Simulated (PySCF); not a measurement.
Identify the unknown among the candidates.

All candidates are C5H11NSi.

* NMR, other nuclei: isotropic shieldings of nuclei other than C and H, by class: 220 (1 N), 490 (1 Si) ppm [GIAO PBE0/pcSseg-1]
* UV, first state: lowest singlet excitation: 4.71 eV (264 nm, f = 0.002) [TDDFT CAM-B3LYP/def2-SVPD]
* Polarisability: 98.5 au [CAM-B3LYP/def2-SVPD]
* Rotational structure: rotational constants A, B, C: 2.987, 1.811, 1.204 GHz [GFN2-xTB]
* Dipole: 0.47 D [CAM-B3LYP/def2-SVPD]
* 13C NMR: chemical shifts (computed TMS as zero) by class: 151.7 (1 C), 134.1 (1 C), 48.2 (2 C), 46.9 (1 C) ppm [GIAO PBE0/pcSseg-1]
* Triplet: lowest triplet excitation (Tamm–Dancoff): 4.13 eV [TDA CAM-B3LYP/def2-SVPD]

The electronic properties come from PySCF, for the isolated species, density fitting. Levels stand in brackets. Isolated species at its GFN2-xTB geometry (one conformer only). NMR classes are plain means over equivalent atoms (diastereotopic ones count apart unless rotation or inversion swaps them), as if these changed places fast.

Question: Which candidate is it?
A. `C=C1[SiH2][C@H]1N(C)C`
B. `[H]/N=C/[SiH2]C1CCC1`
C. `C=C1CCN(C)[SiH2]1`
D. `C=C([SiH3])/C=N\CC`
E. `[H]/N=C\[C@@H]1C[SiH2][C@H]1C`

Answer: A. It is `C=C1[SiH2][C@H]1N(C)C`. Numbering: `[CH2:1]=[C:2]1[SiH2:3][C@H:4]1[N:5]([CH3:6])[CH3:7]`. Its formula, C5H11NSi, gives 2 degrees of unsaturation: 1 ring and 1 π bond in the structure found. 5 carbons fall into 4 classes; from least to most shielded: fully substituted alkene carbon [C2] (151.7 ppm), terminal =CH2 carbon [C1] (134.1 ppm), N-methyl carbon [C6/C7] (48.2 ppm, 2 C, up to 4.5 ppm apart in this geometry), ring sp3 carbon bound to nitrogen [C4] (46.9 ppm). The other shieldings belong to: 220 ppm, tertiary amine nitrogen [N5]; 490 ppm, SiH2 silicon [Si3]. The optimised geometry has point group C1 and is an asymmetric top.

The others, at the same levels:
- `C=C1CCN(C)[SiH2]1` fails: it has 5 carbon classes against 4; its computed 13C shifts are 158.1 (1 C), 131.7 (1 C), 58.1 (1 C), 41.5 (1 C), 37.6 (1 C) ppm, lowest singlet excitation is 5.47 eV (227 nm, f = 0.026) (against 4.71 eV) and static isotropic polarisability is 92.0 au (against 98.5 au).
- `C=C([SiH3])/C=N\CC` fails: it has 5 carbon classes against 4; its computed 13C shifts are 165.9 (1 C), 148.9 (1 C), 140.1 (1 C), 50.7 (1 C), 19.7 (1 C) ppm, lowest triplet excitation (Tamm–Dancoff) is 3.89 eV (against 4.13 eV) and static isotropic polarisability is 95.8 au (against 98.5 au).
- `[H]/N=C/[SiH2]C1CCC1` fails: its computed 13C shifts are 191.0 (1 C), 23.6 (2 C), 20.5 (1 C), 13.8 (1 C) ppm, lowest singlet excitation is 4.39 eV (282 nm, f = 0.002) (against 4.71 eV) and lowest triplet excitation (Tamm–Dancoff) is 3.57 eV (against 4.13 eV).
- `[H]/N=C\[C@@H]1C[SiH2][C@H]1C` fails: it has 5 carbon classes against 4; its computed 13C shifts are 180.7 (1 C), 55.3 (1 C), 27.4 (1 C), 20.3 (1 C), 9.3 (1 C) ppm and rotational constant A is 3.408 GHz (against 2.987 GHz).

Each candidate is one conformer, not necessarily the lowest. The conformers computed, where there is a choice (atom-mapped SMILES and torsion angles):
- `[CH2:1]=[C:2]1[SiH2:3][C@H:4]1[N:5]([CH3:6])[CH3:7]`: Si3–C4–N5–C6 -87°
- `[CH2:1]=[C:2]([SiH3:3])/[CH:4]=[N:5]\[CH2:6][CH3:7]`: C1–C2–C4–N5 63°, C4–N5–C6–C7 131°
- `[H]/[N:1]=[CH:2]/[SiH2:3][CH:4]1[CH2:5][CH2:6][CH2:7]1`: N1–C2–Si3–C4 1°, C2–Si3–C4–C5 176°
- `[H]/[N:7]=[CH:6]\[C@H:5]1[C@H:2]([CH3:1])[SiH2:3][CH2:4]1`: C4–C5–C6–N7 -134°

The conformers of `C=C1CCN(C)[SiH2]1` aren't listed.
